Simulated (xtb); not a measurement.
H4HfO2, SMILES [OH][HfH2][OH], multiplicity 1. All values are semi-empirical tight-binding results from xtb (GFN2-xTB unless named), good for trends rather than for accurate numbers. Geometry: GFN2-xTB. The multiplicity is an assumed one; other spin states were not compared. The values are those of a single conformer.

Optimised geometry:

```xyz
7

Hf    -0.2007    -0.0826    -0.0999
O      1.3668     0.6975    -0.9403
H      2.0047     1.3765    -0.7103
O      0.3061    -0.0069     1.7735
H      1.1262    -0.0984     2.2626
H     -0.4033    -1.8177    -0.6147
H     -1.6607     0.9608    -0.4113
```

For metal compounds this method's bond lengths and energies can be far off.

Computed properties:
```yaml
point_group_as_xtb_finds_it: C2
orbital_gap: 4.31 eV
zero_point_energy: 19.6 kcal/mol
G − E(el) at 298.15 K (modified RRHO): 0.4 kcal/mol
```

Q: Give the atomic charges and the Wiberg bond orders between heavy atoms. (An estimate is asked for; the answer gives what the named calculation found.)

A: charges (e) Hf1 1.11, O2 -0.66, H3 0.30, O4 -0.66, H5 0.30, H6 -0.19, H7 -0.19. Bond orders Hf1–O2 0.88, Hf1–O4 0.88.
